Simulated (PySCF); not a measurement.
Molfile (atoms numbered from 1):
```
C7H12Si
     RDKit          3D

 20 19  0  0  0  0  0  0  0  0999 V2000
   -3.1652    0.4325    0.8432 C   0  0  0  0  0  0  0  0  0  0  0  0
   -2.7315    0.2331   -0.6086 C   0  0  0  0  0  0  0  0  0  0  0  0
   -1.5178   -0.6368   -0.6934 C   0  0  0  0  0  0  0  0  0  0  0  0
   -0.3630   -0.2661   -1.2183 C   0  0  0  0  0  0  0  0  0  0  0  0
    0.8553   -1.1424   -1.2910 C   0  0  0  0  0  0  0  0  0  0  0  0
    1.9595   -0.5327   -0.5713 C   0  0  0  0  0  0  0  0  0  0  0  0
    2.8587    0.0016    0.0279 C   0  0  0  0  0  0  0  0  0  0  0  0
    4.2511    0.8013    0.9321 Si  0  0  0  0  0  4  0  0  0  0  0  0
   -2.3640    0.8938    1.4160 H   0  0  0  0  0  0  0  0  0  0  0  0
   -3.4104   -0.5222    1.3034 H   0  0  0  0  0  0  0  0  0  0  0  0
   -4.0418    1.0742    0.8928 H   0  0  0  0  0  0  0  0  0  0  0  0
   -2.5251    1.2010   -1.0692 H   0  0  0  0  0  0  0  0  0  0  0  0
   -3.5501   -0.2375   -1.1617 H   0  0  0  0  0  0  0  0  0  0  0  0
   -1.6311   -1.6301   -0.2759 H   0  0  0  0  0  0  0  0  0  0  0  0
   -0.2385    0.7287   -1.6265 H   0  0  0  0  0  0  0  0  0  0  0  0
    0.6424   -2.1273   -0.8651 H   0  0  0  0  0  0  0  0  0  0  0  0
    1.1544   -1.2733   -2.3379 H   0  0  0  0  0  0  0  0  0  0  0  0
    4.7126   -0.1111    1.9826 H   0  0  0  0  0  0  0  0  0  0  0  0
    5.3325    1.0699   -0.0213 H   0  0  0  0  0  0  0  0  0  0  0  0
    3.7668    2.0540    1.5197 H   0  0  0  0  0  0  0  0  0  0  0  0
  1  2  1  0
  2  3  1  0
  3  4  2  0
  4  5  1  0
  5  6  1  0
  6  7  3  0
  7  8  1  0
  1  9  1  0
  1 10  1  0
  1 11  1  0
  2 12  1  0
  2 13  1  0
  3 14  1  0
  4 15  1  0
  5 16  1  0
  5 17  1  0
  8 18  1  0
  8 19  1  0
  8 20  1  0
M  END
```

Relativity neglected, isolated molecule, equivalent nuclei averaged, one conformer. Geometry from GFN2-xTB; NMR shieldings at PBE0/pcSseg-1/GIAO; PySCF 2.14.0 with density-fitted response routines.

References, each an isolated molecule treated in the same way: ¹³C, ¹H, ²⁹Si vs TMS.

```json
{"atoms": "C4", "nucleus": "¹³C", "count": "1", "δ (ppm)": "?"}
{"atoms": "H18/H19/H20", "nucleus": "¹H", "count": "3", "δ (ppm)": "4.23"}
{"atoms": "C2", "nucleus": "¹³C", "count": "1", "δ (ppm)": "?"}
{"atoms": "C7", "nucleus": "¹³C", "count": "1", "δ (ppm)": "79.6"}
{"atoms": "H14", "nucleus": "¹H", "count": "1", "δ (ppm)": "5.75"}
{"atoms": "C5", "nucleus": "¹³C", "count": "1", "δ (ppm)": "28.4"}
{"atoms": "H12/H13", "nucleus": "¹H", "count": "2", "δ (ppm)": "?"}
{"atoms": "C6", "nucleus": "¹³C", "count": "1", "δ (ppm)": "117.0"}
{"atoms": "Si8", "nucleus": "²⁹Si", "count": "1", "δ (ppm)": "?"}
{"atoms": "C3", "nucleus": "¹³C", "count": "1", "δ (ppm)": "143.3"}
{"atoms": "H15", "nucleus": "¹H", "count": "1", "δ (ppm)": "5.74"}
{"atoms": "H9/H10/H11", "nucleus": "¹H", "count": "3", "δ (ppm)": "1.08"}
{"atoms": "C1", "nucleus": "¹³C", "count": "1", "δ (ppm)": "17.0"}
{"atoms": "H16/H17", "nucleus": "¹H", "count": "2", "δ (ppm)": "3.08"}
```

Question: Fill in the missing shifts.

Answer: 
- C4: 132.0 ppm, alkene CH; as expected for a trigonal carbon in a double bond
- C2: 32.3 ppm, allylic sp3 CH2; saturated and bonded to C and H only
- H12/H13: 2.11 ppm, hydrogen on an allylic sp3 CH2; allylic position
- Si8: -99.7 ppm, silicon bonded to C, 3 H

Shifts are as computed. Against solution values, carbons near 30 ppm lie about +3 ppm off and those near 130 ppm about +5 ppm. Of 1211 compounds with measured shifts, 218 miss one by over three times the rms of a fit or turn the order of signals round; such compounds aren't used in these exercises.
